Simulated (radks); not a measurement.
The numbers below are computed, except where a source is named.
Isoelectronic series with 3 electrons, all held in the configuration [He] 2s1, which need not be the ground one along the series. Level of theory: non-relativistic Kohn-Sham, r2SCAN, spin-polarised, spherical densities, point nucleus; open shells are filled with parallel spins first; meta-GGA in the generalised Kohn-Sham scheme (a radial shooting solver on a logarithmic mesh with Libxc functionals). Total energies (hartree) and screening constants sigma, defined by e = -(Z - sigma)^2 / (2 n^2) hartree:

ion	E (hartree)	2s up	1s down	1s up
Li	-7.47986	2.020	1.024	1.021
Be+	-14.32603	1.927	1.034	1.029
B2+	-23.42467	1.890	1.037	1.031
C3+	-34.77401	1.869	1.039	1.032
N4+	-48.37362	1.856	1.040	1.032
O5+	-64.22334	1.847	1.040	1.033
F6+	-82.32312	1.841	1.040	1.033
Ne7+	-102.67292	1.836	1.041	1.033
Mg9+	-150.12254	1.828	1.041	1.033
Al10+	-177.22236	1.826	1.041	1.033
Si11+	-206.57217	1.824	1.041	1.033
P12+	-238.17199	1.822	1.041	1.033
S13+	-272.02180	1.820	1.041	1.033
Cl14+	-308.12161	1.819	1.041	1.032
Ar15+	-346.47142	1.817	1.041	1.032
K16+	-387.07122	1.816	1.041	1.032
Ca17+	-429.92102	1.815	1.041	1.032
Sc18+	-475.02082	1.814	1.041	1.032
Ti19+	-522.37062	1.814	1.041	1.032
V20+	-571.97042	1.813	1.041	1.032
Cr21+	-623.82021	1.812	1.041	1.032
Mn22+	-677.92000	1.812	1.041	1.032
